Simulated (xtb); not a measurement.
H7OSi2, SMILES [SiH3][OH+][SiH3], charge +1. All values are semi-empirical tight-binding results from xtb (GFN2-xTB unless named), good for trends rather than for accurate numbers. Geometry: GFN2-xTB. The isomer is the one that the SMILES or the coordinates give; other isomers of the formula were not compared.

Optimised geometry:

Bonds (Å): Si1–O2 1.805, Si1–H4 1.455, Si1–H5 1.452, Si1–H6 1.454, O2–Si3 1.804, O2–H7 0.965, Si3–H8 1.454, Si3–H9 1.455, Si3–H10 1.452. Angles (°): O2–Si1–H4 98.6, O2–Si1–H5 99.8, O2–Si1–H6 101.6, H4–Si1–H5 117.4, H4–Si1–H6 117.1, H5–Si1–H6 116.7, Si1–O2–Si3 133.0, Si1–O2–H7 113.3, Si3–O2–H7 113.2, O2–Si3–H8 101.6, O2–Si3–H9 98.6, O2–Si3–H10 99.8, H8–Si3–H9 117.0, H8–Si3–H10 116.7, H9–Si3–H10 117.4.
Charge +1, spin multiplicity 1.

The point group as xtb finds it is Cs. The orbital gap is 5.17 eV and the zero-point energy is 38.5 kcal/mol. The G − E(el) at 298.15 K (modified RRHO) is 19.2 kcal/mol, the static polarisability (D4 model) comes out as 62.2 bohr³ and the solvation energy, GFN2-xTB/ALPB(water) is -47.2 kcal/mol. The solvation energy, GFN2-xTB/ALPB(chcl3) is -39.9 kcal/mol.

Computed atomic charges and the Wiberg bond orders between heavy atoms:
charges (e) Si1 0.55, O2 -0.44, Si3 0.55, H4 0.00, H5 0.00, H6 0.00, H7 0.34, H8 0.00, H9 0.00, H10 0.00. Bond orders Si1–O2 0.66, O2–Si3 0.66.
